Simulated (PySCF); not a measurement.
PbI3, SMILES [I][Pb-]([I])[I], charge -1.

Geometry: PBE-D3(BJ)/def2-SVPD. The isomer is the one that the SMILES or the coordinates give; other isomers of the formula were not compared. The def2 effective core potentials stand for the cores of I, Pb; spin–orbit coupling is left out.

Method: PySCF with ωB97X/def2-SVPD.

Task: Estimate the frontier levels, gap, dipole moment and polarisability. (An estimate is asked for; the answer gives what the named calculation found.)

Result: 
```json
{
 "highest_occupied_level": "-5.06 eV",
 "lowest_empty_level": "2.89 eV",
 "orbital_gap": "7.95 eV",
 "dipole_moment_about_the_centre_of_nuclear_charge": "4.05 D",
 "mean_static_polarisability": "193.3 bohr³ (28.64 Å³)",
 "polarisability_principal_values": "150.1, 214.8, 214.8 bohr³"
}
```
